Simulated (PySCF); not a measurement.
ZrF3, SMILES [F][Zr+]([F])[F], charge +1, multiplicity 1. The structure is a stationary point at PBE-D3(BJ)/def2-TZVP. The multiplicity is an assumed one; other spin states were not compared. The isomer is the one that the SMILES or the coordinates give; other isomers of the formula were not compared. The def2 effective core potentials stand for the cores of Zr; spin–orbit coupling is left out.

The numbers are results of PySCF 2.14.0 with PBE-D3(BJ)/def2-TZVP, not measurements.

Harmonic wavenumbers (cm⁻¹): 144, 178, 178, 736, 739, 739. Rotational constants (GHz): 5.031, 5.031, 2.949; symmetry number 3.

Work out the zero-point energy and the ideal-gas rigid-rotor harmonic-oscillator thermochemistry at 298.15 K and 1 atm.

ZPE = ½ Σ hcν = ½ × 2714 cm⁻¹ = 3.88 kcal/mol. H − E(el) = 7.59 kcal/mol. Entropy in cal/(mol K): translation 40.89, rotation 23.69, vibration 8.24, total 72.82. G − E(el) = -14.12 kcal/mol. Cp = 15.87 cal/(mol K). Modes under 150 cm⁻¹ make the vibrational entropy uncertain.
